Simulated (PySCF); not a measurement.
Job for PySCF: R-M06-2X/def2-TZVPPD on Si2H6 (SMILES [SiH3][SiH3]) with ghost functions.

```python
from pyscf import gto, dft

mol = gto.M(
    atom='''
    Si   -0.42224677   -0.17064279    5.23981039
    Si   -0.39306729   -0.16977596    2.89615928
    H    -1.76996695   -0.55755153    5.71966105
    H    -0.09492958    1.18239471    5.74750020
    H     0.57411721   -1.13894779    5.75482025
    H    -0.68295668   -1.51223894    2.34339411
    H     0.97424272    0.22039609    2.43984237
    H    -1.34854097    0.81253999    2.33586499
    ghost-F    1.45958480    0.31951535   -0.17441569
    ghost-H    1.34353286    0.29973948    0.74874191
    ''',
    basis='def2-tzvppd',
    charge=0, spin=0, verbose=4, max_memory=1800)
mf = dft.RKS(mol, xc='m062x').density_fit(auxbasis='def2-universal-jkfit')
mf.grids.level = 4
mf.conv_tol = 1e-9
mf.max_cycle = 150
mf.kernel()
mf.dip_moment()
```

The log:

```
PySCF version 2.14.0

[INPUT] verbose = 4
[INPUT] num. atoms = 10
[INPUT] num. electrons = 34
[INPUT] charge = 0
[INPUT] spin (= nelec alpha-beta = 2S) = 0
[INPUT] symmetry False subgroup None
[INPUT] Mole.unit = angstrom
[INPUT] Symbol           X                Y                Z      unit          X                Y                Z       unit  Magmom
[INPUT]  1 Si    -0.422246770000  -0.170642790000   5.239810390000 AA   -0.797930752282  -0.322468138232   9.901806581750 Bohr   0.0
[INPUT]  2 Si    -0.393067290000  -0.169775960000   2.896159280000 AA   -0.742789526625  -0.320830066935   5.472947852318 Bohr   0.0
[INPUT]  3 H     -1.769966950000  -0.557551530000   5.719661050000 AA   -3.344752785032  -1.053619692032  10.808592909842 Bohr   0.0
[INPUT]  4 H     -0.094929580000   1.182394710000   5.747500200000 AA   -0.179390907320   2.234402173035  10.861201278883 Bohr   0.0
[INPUT]  5 H      0.574117210000  -1.138947790000   5.754820250000 AA    1.084924290299  -2.152299393279  10.875034168601 Bohr   0.0
[INPUT]  6 H     -0.682956680000  -1.512238940000   2.343394110000 AA   -1.290601080142  -2.857717431503   4.428373069819 Bohr   0.0
[INPUT]  7 H      0.974242720000   0.220396090000   2.439842370000 AA    1.841051919651   0.416488249025   4.610633866410 Bohr   0.0
[INPUT]  8 H     -1.348540970000   0.812539990000   2.335864990000 AA   -2.548373101055   1.535478046357   4.414145095060 Bohr   0.0
[INPUT]  9 GHOST-F   1.459584800000   0.319515350000  -0.174415690000 AA    2.758215527578   0.603796504095  -0.329597885927 Bohr   0.0
[INPUT] 10 GHOST-H   1.343532860000   0.299739480000   0.748741910000 AA    2.538909144754   0.566425525920   1.414917147884 Bohr   0.0

nuclear repulsion = 90.7624233829783
number of shells = 95
number of NR pGTOs = 326
number of NR cGTOs = 255
basis = def2-tzvppd
ecp = {}


******** <class 'pyscf.df.df_jk.DFRKS'> ********
method = DFRKS
initial guess = minao
damping factor = 0
level_shift factor = 0
DIIS = <class 'pyscf.scf.diis.CDIIS'>
diis_start_cycle = 1
diis_space = 8
diis_damp = 0
SCF conv_tol = 1e-09
SCF conv_tol_grad = None
SCF max_cycles = 150
direct_scf = False
XC library pyscf.dft.libxc version 7.1.2
    S. Lehtola, C. Steigemann, M. J. T. Oliveira, and M. A. L. Marques,  SoftwareX 7, 1–5 (2018)
XC functionals = m062x
    Y. Zhao and D. G. Truhlar,  Theor. Chem. Acc. 120, 215 (2008)
    Y. Zhao and D. G. Truhlar,  Theor. Chem. Acc. 120, 215 (2008)
radial grids:
    Treutler-Ahlrichs [JCP 102, 346 (1995); DOI:10.1063/1.469408] (M4) radial grids

becke partition: Becke, JCP 88, 2547 (1988); DOI:10.1063/1.454033
pruning grids: <function nwchem_prune>
grids dens level: 4
symmetrized grids: False
atomic radii adjust function: <function treutler_atomic_radii_adjust>
small_rho_cutoff = 0
Set gradient conv threshold to 3.16228e-05
Initial guess from minao.
tot grids = 196632
******** <class 'pyscf.df.df.DF'> ********
auxbasis = def2-universal-jkfit
init E= -582.217526126506
  HOMO = -0.308939157832734  LUMO = -0.00516565565260654  gap/eV = 8.26610
cycle= 1 E= -582.52549303908  delta_E= -0.308  |g|= 0.16  |ddm|= 1.96
  HOMO = -0.354153746166297  LUMO = 0.0114012529397059  gap/eV = 9.94726
cycle= 2 E= -582.532788701183  delta_E= -0.0073  |g|= 0.06  |ddm|= 0.266
  HOMO = -0.338831698200216  LUMO = 0.0145236112731877  gap/eV = 9.61529
cycle= 3 E= -582.53357788321  delta_E= -0.000789  |g|= 0.019  |ddm|= 0.0837
  HOMO = -0.343219791525586  LUMO = 0.0143358444065906  gap/eV = 9.72958
cycle= 4 E= -582.533685675644  delta_E= -0.000108  |g|= 0.00257  |ddm|= 0.021
  HOMO = -0.342772653206136  LUMO = 0.0143596567459205  gap/eV = 9.71807
cycle= 5 E= -582.533688245671  delta_E= -2.57e-06  |g|= 0.000839  |ddm|= 0.00561
  HOMO = -0.342944701911607  LUMO = 0.0143561087067399  gap/eV = 9.72265
cycle= 6 E= -582.533688485282  delta_E= -2.4e-07  |g|= 7.35e-05  |ddm|= 0.00158
  HOMO = -0.342939079599617  LUMO = 0.0143571555239683  gap/eV = 9.72253
cycle= 7 E= -582.533688488479  delta_E= -3.2e-09  |g|= 1.15e-05  |ddm|= 0.000249
  HOMO = -0.342940331407507  LUMO = 0.0143565949660645  gap/eV = 9.72254
cycle= 8 E= -582.533688488526  delta_E= -4.64e-11  |g|= 3.8e-06  |ddm|= 2.26e-05
  HOMO = -0.342940293124732  LUMO = 0.0143565767532331  gap/eV = 9.72254
Extra cycle  E= -582.533688488525  delta_E= 1.14e-12  |g|= 2.04e-06  |ddm|= 5.39e-06
converged SCF energy = -582.533688488525
Dipole moment(X, Y, Z, Debye): -0.07253, -0.02052,  0.09998
```

The run converged.

Cost: around 50 core-seconds (rough).
